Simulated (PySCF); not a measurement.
CH₂AlNO, singlet, geometry from GFN2-xTB (such geometries of metal compounds can be far from the true shape), with bond 2-1 at 2.4 times its length; CASSCF(10,9)/cc-pVDZ (PySCF).

Input for PySCF:
```python
from pyscf import gto, scf, mcscf
import numpy

mol = gto.Mole()
mol.atom = '''
    Al   -0.74414629   -1.47988252    0.47371477
    H     0.87910079   -3.60855498    3.00262131
    H    -2.07655989   -1.89764237   -0.16235581
    N     0.02782690    0.05533932   -0.01771428
    C     0.54569867    1.08523005   -0.34738535
    O     1.04365934    2.07552363   -0.66438125
'''
mol.basis = 'cc-pvdz'
mol.verbose = 4
mol.build()

mf = scf.RHF(mol)
mf.kernel()
mc = mcscf.CASSCF(mf, 9, 10)
mc.fix_spin_(ss=0.0)
mc.kernel()
occ = numpy.linalg.eigvalsh(mc.fcisolver.make_rdm1(mc.ci, mc.ncas, mc.nelecas))[::-1]
ss = mc.fcisolver.spin_square(mc.ci, mc.ncas, mc.nelecas)[0]
print('natural occupations', occ.round(4), ' <S^2>', round(ss, 4))
```

Output, abridged:

```
PySCF version 2.14.0

[INPUT] verbose = 4
[INPUT] num. atoms = 6
[INPUT] num. electrons = 36
[INPUT] charge = 0
[INPUT] spin (= nelec alpha-beta = 2S) = 0
[INPUT] symmetry False subgroup None
[INPUT] Mole.unit = angstrom
[INPUT] Symbol           X                Y                Z      unit          X                Y                Z       unit  Magmom
[...]
nuclear repulsion = 118.560104598151
number of shells = 26
number of NR pGTOs = 133
number of NR cGTOs = 70
basis = cc-pvdz
ecp = {}

******** <class 'pyscf.scf.hf.RHF'> ********
method = RHF
initial guess = minao
damping factor = 0
level_shift factor = 0
DIIS = <class 'pyscf.scf.diis.CDIIS'>
diis_start_cycle = 1
diis_space = 8
diis_damp = 0
SCF conv_tol = 1e-09
SCF conv_tol_grad = None
SCF max_cycles = 50
direct_scf = True
direct_scf_tol = 1e-13
Set gradient conv threshold to 3.16228e-05
Initial guess from minao.
init E= -410.657147140301
[...]
cycle= 1 E= -409.966254342325  delta_E= 0.691  |g|= 0.675  |ddm|= 2.26
[...]
cycle= 2 E= -410.063710804534  delta_E= -0.0975  |g|= 0.485  |ddm|= 1.19
[...]
cycle= 3 E= -410.127866420915  delta_E= -0.0642  |g|= 0.0897  |ddm|= 0.501
[...]
cycle= 4 E= -410.130155207377  delta_E= -0.00229  |g|= 0.0339  |ddm|= 0.0935
[...]
cycle= 5 E= -410.130562394725  delta_E= -0.000407  |g|= 0.00583  |ddm|= 0.0475
[...]
cycle= 6 E= -410.130580306166  delta_E= -1.79e-05  |g|= 0.00153  |ddm|= 0.0104
[...]
cycle= 7 E= -410.130582506195  delta_E= -2.2e-06  |g|= 0.000528  |ddm|= 0.00399
[...]
cycle= 8 E= -410.130582768892  delta_E= -2.63e-07  |g|= 0.000209  |ddm|= 0.00117
[...]
cycle= 9 E= -410.130582820314  delta_E= -5.14e-08  |g|= 9.78e-05  |ddm|= 0.00047
[...]
cycle= 10 E= -410.130582833021  delta_E= -1.27e-08  |g|= 3.65e-05  |ddm|= 0.000274
[...]
cycle= 11 E= -410.130582834489  delta_E= -1.47e-09  |g|= 9.61e-06  |ddm|= 9.89e-05
[...]
cycle= 12 E= -410.130582834573  delta_E= -8.42e-11  |g|= 4.96e-06  |ddm|= 2.5e-05
[...]
Extra cycle  E= -410.130582834579  delta_E= -5.91e-12  |g|= 3.62e-06  |ddm|= 6.04e-06
converged SCF energy = -410.130582834579

******** <class 'pyscf.mcscf.mc1step.CASSCF'> ********
CAS (5e+5e, 9o), ncore = 13, nvir = 48
max_cycle_macro = 50
max_cycle_micro = 4
conv_tol = 1e-07
conv_tol_grad = None
orbital rotation max_stepsize = 0.02
orbital rotation threshold for CI restart = 0.01
augmented hessian ah_max_cycle = 30
augmented hessian ah_conv_tol = 1e-12
augmented hessian ah_linear dependence = 1e-14
augmented hessian ah_level shift = 1e-08
augmented hessian ah_start_tol = 2.5
augmented hessian ah_start_cycle = 3
augmented hessian ah_grad_trust_region = 3
kf_trust_region = 3
kf_interval = 4
ci_response_space = 4
ci_grad_trust_region = 3
with_dep4 0
natorb = False
canonicalization = True
sorting_mo_energy = False
ao2mo_level = 2
internal_rotation = False
******** <class 'pyscf.fci.addons.SpinPenaltyFCISolver'> ********
max. cycles = 50
conv_tol = 1e-08
davidson only = True
linear dependence = 1e-12
level shift = 0.001
max iter space = 12
nroots = 1
pspace_size = 400
spin = None
CASCI E = -410.202900663226  S^2 = 0.0000000
Set conv_tol_grad to 0.000316228
macro iter   1 ( 21 JK    4 micro), CASSCF E = -410.231353973435  dE = -2.84533102e-02  S^2 = 0.0000000
               |grad[o]|=0.111  |grad[c]|=0.0305  |ddm|=0.101  |maxRot[o]|=0.308
macro iter   2 ( 21 JK    4 micro), CASSCF E = -410.240691837202  dE = -9.33786377e-03  S^2 = 0.0000000
               |grad[o]|=0.0445  |grad[c]|=0.0162  |ddm|=0.0194  |maxRot[o]|=0.269
macro iter   3 ( 21 JK    4 micro), CASSCF E = -410.243674898411  dE = -2.98306121e-03  S^2 = 0.0000000
               |grad[o]|=0.0141  |grad[c]|=0.00633  |ddm|=0.00775  |maxRot[o]|=0.187
macro iter   4 ( 21 JK    4 micro), CASSCF E = -410.244330906768  dE = -6.56008358e-04  S^2 = 0.0000000
               |grad[o]|=0.00628  |grad[c]|=0.00526  |ddm|=0.00802  |maxRot[o]|=0.0725
macro iter   5 ( 21 JK    4 micro), CASSCF E = -410.244654632056  dE = -3.23725288e-04  S^2 = 0.0000000
               |grad[o]|=0.00341  |grad[c]|=0.00275  |ddm|=0.00565  |maxRot[o]|=0.0737
macro iter   6 ( 17 JK    4 micro), CASSCF E = -410.244990421091  dE = -3.35789035e-04  S^2 = 0.0000000
               |grad[o]|=0.00274  |grad[c]|=0.00795  |ddm|=0.00341  |maxRot[o]|=0.159
macro iter   7 (  7 JK    2 micro), CASSCF E = -410.245330657373  dE = -3.40236282e-04  S^2 = 0.0000000
               |grad[o]|=0.00272  |grad[c]|=0.00179  |ddm|=0.0025  |maxRot[o]|=0.0651
macro iter   8 (  7 JK    2 micro), CASSCF E = -410.245671034496  dE = -3.40377123e-04  S^2 = 0.0000000
               |grad[o]|=0.00275  |grad[c]|=0.00153  |ddm|=0.00239  |maxRot[o]|=0.0619
macro iter   9 (  7 JK    2 micro), CASSCF E = -410.245931157706  dE = -2.60123210e-04  S^2 = 0.0000000
               |grad[o]|=0.00263  |grad[c]|=0.0021  |ddm|=0.00215  |maxRot[o]|=0.0631
macro iter  10 (  7 JK    2 micro), CASSCF E = -410.246076633844  dE = -1.45476139e-04  S^2 = 0.0000000
               |grad[o]|=0.00231  |grad[c]|=0.00355  |ddm|=0.00165  |maxRot[o]|=0.0699
macro iter  11 (  7 JK    2 micro), CASSCF E = -410.246150892044  dE = -7.42581994e-05  S^2 = 0.0000000
               |grad[o]|=0.00195  |grad[c]|=0.00476  |ddm|=0.00116  |maxRot[o]|=0.0699
macro iter  12 (  7 JK    2 micro), CASSCF E = -410.246193938576  dE = -4.30465325e-05  S^2 = 0.0000000
               |grad[o]|=0.00166  |grad[c]|=0.00602  |ddm|=0.000921  |maxRot[o]|=0.0699
macro iter  13 (  7 JK    2 micro), CASSCF E = -410.246222794738  dE = -2.88561612e-05  S^2 = 0.0000000
               |grad[o]|=0.00144  |grad[c]|=0.00697  |ddm|=0.000846  |maxRot[o]|=0.0699
macro iter  14 (  7 JK    2 micro), CASSCF E = -410.246242980831  dE = -2.01860937e-05  S^2 = 0.0000000
               |grad[o]|=0.00125  |grad[c]|=0.00774  |ddm|=0.000838  |maxRot[o]|=0.0699
macro iter  15 (  7 JK    2 micro), CASSCF E = -410.246258782212  dE = -1.58013808e-05  S^2 = 0.0000000
               |grad[o]|=0.00111  |grad[c]|=0.00825  |ddm|=0.000814  |maxRot[o]|=0.0699
[...]
               |grad[o]|=0.000662  |grad[c]|=0.00554  |ddm|=0.000964  |maxRot[o]|=0.0699
macro iter  20 (  7 JK    2 micro), CASSCF E = -410.246314362834  dE = -9.92832639e-06  S^2 = 0.0000000
               |grad[o]|=0.000573  |grad[c]|=0.00379  |ddm|=0.000978  |maxRot[o]|=0.0699
macro iter  21 (  7 JK    2 micro), CASSCF E = -410.246324256699  dE = -9.89386518e-06  S^2 = 0.0000000
               |grad[o]|=0.000492  |grad[c]|=0.00173  |ddm|=0.000961  |maxRot[o]|=0.0699
macro iter  22 (  7 JK    2 micro), CASSCF E = -410.246334120506  dE = -9.86380763e-06  S^2 = 0.0000000
               |grad[o]|=0.000417  |grad[c]|=0.000794  |ddm|=0.000917  |maxRot[o]|=0.0699
macro iter  23 (  7 JK    2 micro), CASSCF E = -410.246343382331  dE = -9.26182469e-06  S^2 = 0.0000000
               |grad[o]|=0.000351  |grad[c]|=0.00308  |ddm|=0.00078  |maxRot[o]|=0.0688
macro iter  24 (  7 JK    2 micro), CASSCF E = -410.246351400261  dE = -8.01792987e-06  S^2 = 0.0000000
               |grad[o]|=0.000291  |grad[c]|=0.00487  |ddm|=0.000591  |maxRot[o]|=0.0699
macro iter  25 (  7 JK    2 micro), CASSCF E = -410.246357945752  dE = -6.54549092e-06  S^2 = 0.0000000
               |grad[o]|=0.000235  |grad[c]|=0.00679  |ddm|=0.000412  |maxRot[o]|=0.0699
macro iter  26 (  7 JK    2 micro), CASSCF E = -410.246362752399  dE = -4.80664721e-06  S^2 = 0.0000000
               |grad[o]|=0.000179  |grad[c]|=0.0103  |ddm|=0.000188  |maxRot[o]|=0.0698
macro iter  27 (  6 JK    1 micro), CASSCF E = -410.246366339329  dE = -3.58692955e-06  S^2 = 0.0000000
               |grad[o]|=0.000134  |grad[c]|=0.00729  |ddm|=0.000321  |maxRot[o]|=0.0798
macro iter  28 (  7 JK    2 micro), CASSCF E = -410.246370216116  dE = -3.87678716e-06  S^2 = 0.0000000
               |grad[o]|=0.000131  |grad[c]|=0.00292  |ddm|=0.000481  |maxRot[o]|=0.0699
macro iter  29 (  7 JK    2 micro), CASSCF E = -410.246375112449  dE = -4.89633283e-06  S^2 = 0.0000000
               |grad[o]|=0.000137  |grad[c]|=0.000502  |ddm|=0.000653  |maxRot[o]|=0.0699
macro iter  30 (  7 JK    2 micro), CASSCF E = -410.246381214020  dE = -6.10157127e-06  S^2 = 0.0000000
               |grad[o]|=0.000143  |grad[c]|=0.00255  |ddm|=0.000823  |maxRot[o]|=0.0699
macro iter  31 (  7 JK    2 micro), CASSCF E = -410.246388648526  dE = -7.43450568e-06  S^2 = 0.0000000
               |grad[o]|=0.000163  |grad[c]|=0.00484  |ddm|=0.000994  |maxRot[o]|=0.0699
macro iter  32 (  7 JK    2 micro), CASSCF E = -410.246397564610  dE = -8.91608431e-06  S^2 = 0.0000000
               |grad[o]|=0.0002  |grad[c]|=0.00653  |ddm|=0.00115  |maxRot[o]|=0.0699
macro iter  33 (  7 JK    2 micro), CASSCF E = -410.246408084354  dE = -1.05197446e-05  S^2 = 0.0000000
               |grad[o]|=0.000257  |grad[c]|=0.00742  |ddm|=0.00133  |maxRot[o]|=0.0699
macro iter  34 (  7 JK    2 micro), CASSCF E = -410.246420298149  dE = -1.22137940e-05  S^2 = 0.0000000
               |grad[o]|=0.000337  |grad[c]|=0.00748  |ddm|=0.00148  |maxRot[o]|=0.0699
macro iter  35 (  7 JK    2 micro), CASSCF E = -410.246434169543  dE = -1.38713950e-05  S^2 = 0.0000000
               |grad[o]|=0.00044  |grad[c]|=0.00675  |ddm|=0.00162  |maxRot[o]|=0.0699
macro iter  36 (  7 JK    2 micro), CASSCF E = -410.246449465283  dE = -1.52957392e-05  S^2 = 0.0000000
               |grad[o]|=0.000566  |grad[c]|=0.00541  |ddm|=0.00175  |maxRot[o]|=0.0699
macro iter  37 (  7 JK    2 micro), CASSCF E = -410.246465641601  dE = -1.61763182e-05  S^2 = 0.0000000
               |grad[o]|=0.000708  |grad[c]|=0.00366  |ddm|=0.00182  |maxRot[o]|=0.0699
macro iter  38 (  7 JK    2 micro), CASSCF E = -410.246481747561  dE = -1.61059601e-05  S^2 = 0.0000000
               |grad[o]|=0.000848  |grad[c]|=0.00178  |ddm|=0.00189  |maxRot[o]|=0.0699
macro iter  39 (  7 JK    2 micro), CASSCF E = -410.246496386831  dE = -1.46392700e-05  S^2 = 0.0000000
               |grad[o]|=0.000952  |grad[c]|=0.000651  |ddm|=0.00186  |maxRot[o]|=0.0699
macro iter  40 (  7 JK    2 micro), CASSCF E = -410.246507801807  dE = -1.14149759e-05  S^2 = 0.0000000
               |grad[o]|=0.000959  |grad[c]|=0.00196  |ddm|=0.00174  |maxRot[o]|=0.0699
macro iter  41 (  6 JK    2 micro), CASSCF E = -410.246512951975  dE = -5.15016842e-06  S^2 = 0.0000000
               |grad[o]|=0.000784  |grad[c]|=0.00162  |ddm|=0.000917  |maxRot[o]|= 0.05
macro iter  42 (  5 JK    2 micro), CASSCF E = -410.246514495368  dE = -1.54339267e-06  S^2 = 0.0000000
               |grad[o]|=0.000491  |grad[c]|=0.000617  |ddm|=0.000389  |maxRot[o]|=0.0277
macro iter  43 (  9 JK    3 micro), CASSCF E = -410.246510599729  dE =  3.89563934e-06  S^2 = 0.0000000
               |grad[o]|=0.000233  |grad[c]|=0.00244  |ddm|=0.00118  |maxRot[o]|=0.0568
macro iter  44 (  7 JK    2 micro), CASSCF E = -410.246512635761  dE = -2.03603287e-06  S^2 = 0.0000000
               |grad[o]|=0.000553  |grad[c]|=0.000129  |ddm|=0.000183  |maxRot[o]|=0.021
macro iter  45 (  6 JK    2 micro), CASSCF E = -410.246514357026  dE = -1.72126465e-06  S^2 = 0.0000000
               |grad[o]|=0.000365  |grad[c]|=0.000349  |ddm|=0.000321  |maxRot[o]|=0.0274
macro iter  46 (  4 JK    1 micro), CASSCF E = -410.246514908238  dE = -5.51212338e-07  S^2 = 0.0000000
               |grad[o]|=0.000152  |grad[c]|=0.000524  |ddm|=0.000141  |maxRot[o]|=0.0203
macro iter  47 (  6 JK    1 micro), CASSCF E = -410.246514968711  dE = -6.04725869e-08  S^2 = 0.0000000
               |grad[o]|=4.59e-05  |grad[c]|=0.000191  |ddm|=4e-05  |maxRot[o]|=0.00303
1-step CASSCF converged in  47 macro (402 JK 104 micro) steps
CASSCF canonicalization
Density matrix diagonal elements [1.9998498  1.96739687 1.99985497 1.99639006 1.36825676 0.63393657
 0.00776666 0.00821495 0.01833337]
CASSCF energy = -410.246514968711
CASCI E = -410.246514968711  E(CI) = -18.6991154058739  S^2 = 0.0000000
natural occupations [1.9999 1.9998 1.9998 1.9673 1.3769 0.6243 0.0174 0.0077 0.0069]  <S^2> 0.0
```
